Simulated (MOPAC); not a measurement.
MOPAC input (MNDO):

```
MNDO 1SCF CHARGE=-1 GEO-OK AUX(PRECISION=9) THREADS=1
C3H7Si

C    -2.23299100 1   -0.22622800 1    0.03777100 1
C    -1.03161000 1   -0.61937300 1   -0.40643700 1
C     0.09257600 1    0.23173100 1   -0.81754500 1
Si    1.47924300 1    0.37358900 1    0.65305300 1
H    -2.50120700 1    0.82464400 1    0.08241300 1
H    -2.96858300 1   -0.93643300 1    0.39812100 1
H    -0.81527300 1   -1.68708400 1   -0.39226900 1
H     0.60188100 1   -0.19532900 1   -1.68422600 1
H    -0.24462000 1    1.24265800 1   -1.06391000 1
H     2.70467800 1    0.34761800 1   -0.29340700 1
H     1.54587500 1   -1.14310100 1    0.92779200 1
```

Output:

```
 *******************************************************************************
 **                                                                           **
 **                              MOPAC v23.2.5                                **
 **                                                                           **
 *******************************************************************************
 ** MOPAC's Digital Object Identifier: https://doi.org/10.5281/zenodo.6511958 **
 **                                                                           **
 ** Please cite the open-source release paper for use of this MOPAC version:  **
 ** J. E. Moussa and J. J. P. Stewart (2026)                                  **
 ** MOPAC: An open-source semiempirical molecular orbital program             **
 ** J. Open Source Softw., 11(119), 8025, https://doi.org/10.21105/joss.08025 **
 *******************************************************************************

                              MNDO CALCULATION RESULTS

 *******************************************************************************
 *  MNDO       - The MNDO Hamiltonian to be used
 *  GEO-OK     - OVERRIDE INTERATOMIC DISTANCE AND OTHER SAFETY CHECKS
 *
 *
 *
 *                 CHARGE ON SYSTEM = -1
 *
 *
 *
 *  1SCF       - DO 1 SCF AND THEN STOP
 *  AUX        - OUTPUT AUXILIARY INFORMATION
 *******************************************************************************
MNDO 1SCF CHARGE=-1 GEO-OK AUX(PRECISION=9) THREADS=1
 C3H7Si

   ATOM   CHEMICAL          X               Y               Z
  NUMBER   SYMBOL      (ANGSTROMS)     (ANGSTROMS)     (ANGSTROMS)

     1       C         -2.23299100  *  -0.22622800  *   0.03777100  *
     2       C         -1.03161000  *  -0.61937300  *  -0.40643700  *
     3       C          0.09257600  *   0.23173100  *  -0.81754500  *
     4      Si          1.47924300  *   0.37358900  *   0.65305300  *
     5       H         -2.50120700  *   0.82464400  *   0.08241300  *
     6       H         -2.96858300  *  -0.93643300  *   0.39812100  *
     7       H         -0.81527300  *  -1.68708400  *  -0.39226900  *
     8       H          0.60188100  *  -0.19532900  *  -1.68422600  *
     9       H         -0.24462000  *   1.24265800  *  -1.06391000  *
    10       H          2.70467800  *   0.34761800  *  -0.29340700  *
    11       H          1.54587500  *  -1.14310100  *   0.92779200  *

          CARTESIAN COORDINATES

    NO.       ATOM           X           Y           Z

     1         C         -2.2330     -0.2262      0.0378
     2         C         -1.0316     -0.6194     -0.4064
     3         C          0.0926      0.2317     -0.8175
     4        Si          1.4792      0.3736      0.6531
     5         H         -2.5012      0.8246      0.0824
     6         H         -2.9686     -0.9364      0.3981
     7         H         -0.8153     -1.6871     -0.3923
     8         H          0.6019     -0.1953     -1.6842
     9         H         -0.2446      1.2427     -1.0639
    10         H          2.7047      0.3476     -0.2934
    11         H          1.5459     -1.1431      0.9278

  H: (MNDO): M.J.S. DEWAR, W. THIEL, J. AM. CHEM. SOC., 99, 4899, (1977)
  C: (MNDO): M.J.S. DEWAR, W. THIEL, J. AM. CHEM. SOC., 99, 4899, (1977)
 Si: (MNDO): M.J.S.DEWAR, ET. AL. ORGANOMETALLICS  5, 375 (1986)

           Empirical Formula: C3 H7 Si  =    11 atoms

      MOLECULAR POINT GROUP   :   C1

      RHF CALCULATION, NO. OF DOUBLY OCCUPIED LEVELS = 12

 -------------------------------------------------------------------------------
 MNDO 1SCF CHARGE=-1 GEO-OK AUX(PRECISION=9) THREADS=1
 C3H7Si

     1SCF WAS SPECIFIED, SO BFGS WAS NOT USED
     SCF FIELD WAS ACHIEVED

                              MNDO CALCULATION
                                                       MOPAC v23.2.5 Linux

          FINAL HEAT OF FORMATION =         50.55321 KCAL/MOL =     211.51461 KJ/MOL

          COSMO AREA              =        130.55 SQUARE ANGSTROMS
          COSMO VOLUME            =        122.41 CUBIC ANGSTROMS

          IONIZATION POTENTIAL    =          1.153321 EV
          HOMO LUMO ENERGIES (EV) =         -1.153  5.501
          NO. OF FILLED LEVELS    =         12
          MOLECULAR WEIGHT        =         71.1738         POINT GROUP:  C1

          MOLECULAR DIMENSIONS (Angstroms)

            Atom       Atom       Distance
            H    10    H     6     5.85772
            H    11    H     9     3.45138
            H     5    H     8     2.15547

          SCF CALCULATIONS        =          1

   ATOM   CHEMICAL          X               Y               Z
  NUMBER   SYMBOL      (ANGSTROMS)     (ANGSTROMS)     (ANGSTROMS)

     1       C         -2.23299100  *  -0.22622800  *   0.03777100  *
     2       C         -1.03161000  *  -0.61937300  *  -0.40643700  *
     3       C          0.09257600  *   0.23173100  *  -0.81754500  *
     4      Si          1.47924300  *   0.37358900  *   0.65305300  *
     5       H         -2.50120700  *   0.82464400  *   0.08241300  *
     6       H         -2.96858300  *  -0.93643300  *   0.39812100  *
     7       H         -0.81527300  *  -1.68708400  *  -0.39226900  *
     8       H          0.60188100  *  -0.19532900  *  -1.68422600  *
     9       H         -0.24462000  *   1.24265800  *  -1.06391000  *
    10       H          2.70467800  *   0.34761800  *  -0.29340700  *
    11       H          1.54587500  *  -1.14310100  *   0.92779200  *

                             CARTESIAN COORDINATES

   1    C       -2.232991000    -0.226228000     0.037771000
   2    C       -1.031610000    -0.619373000    -0.406437000
   3    C        0.092576000     0.231731000    -0.817545000
   4   Si        1.479243000     0.373589000     0.653053000
   5    H       -2.501207000     0.824644000     0.082413000
   6    H       -2.968583000    -0.936433000     0.398121000
   7    H       -0.815273000    -1.687084000    -0.392269000
   8    H        0.601881000    -0.195329000    -1.684226000
   9    H       -0.244620000     1.242658000    -1.063910000
  10    H        2.704678000     0.347618000    -0.293407000
  11    H        1.545875000    -1.143101000     0.927792000

           Empirical Formula: C3 H7 Si  =    11 atoms

      MOLECULAR POINT GROUP   :   C1

                  EIGENVALUES
 -33.12128 -24.27262 -16.50326 -11.82524 -10.74116 -10.16349  -8.69466  -8.02898
  -6.36083  -4.73196  -4.15720  -1.15332   5.50107   7.79385   7.80979   8.08917
   8.90221   9.26467   9.47425   9.78183  10.12100  10.83840  11.05210

              NET ATOMIC CHARGES AND DIPOLE CONTRIBUTIONS

  ATOM NO.   TYPE          CHARGE      No. of ELECS.   s-Pop       p-Pop
    1          C          -0.205493        4.2055     1.22084     2.98465
    2          C           0.007534        3.9925     1.21772     2.77475
    3          C          -0.305814        4.3058     1.26424     3.04157
    4         Si           0.417735        3.5823     1.47930     2.10296
    5          H           0.022834        0.9772     0.97717
    6          H           0.004859        0.9951     0.99514
    7          H           0.014966        0.9850     0.98503
    8          H          -0.023354        1.0234     1.02335
    9          H          -0.026038        1.0260     1.02604
   10          H          -0.454625        1.4546     1.45463
   11          H          -0.452603        1.4526     1.45260
 DIPOLE           X         Y         Z       TOTAL
 POINT-CHG.    -4.589     2.255     1.534     5.338
 HYBRID        -0.115    -2.897    -3.286     4.382
 SUM           -4.704    -0.642    -1.752     5.061

          ATOMIC ORBITAL ELECTRON POPULATIONS

     Atom    s        px        py        pz
    1  C   1.22084   0.95008   0.90045   1.13413
    2  C   1.21772   0.92296   0.93255   0.91924
    3  C   1.26424   1.04207   0.87461   1.12490
    4 Si   1.47930   0.44162   0.82531   0.83603
    5  H   0.97717
    6  H   0.99514
    7  H   0.98503
    8  H   1.02335
    9  H   1.02604
   10  H   1.45463
   11  H   1.45260

 **********************
 *                    *
 * JOB ENDED NORMALLY *
 *                    *
 **********************

 == MOPAC DONE ==
```

The dipole moment of an ion depends on the origin.

The geometry given is a B3LYP-D3(BJ)/def2-TZVP minimum.
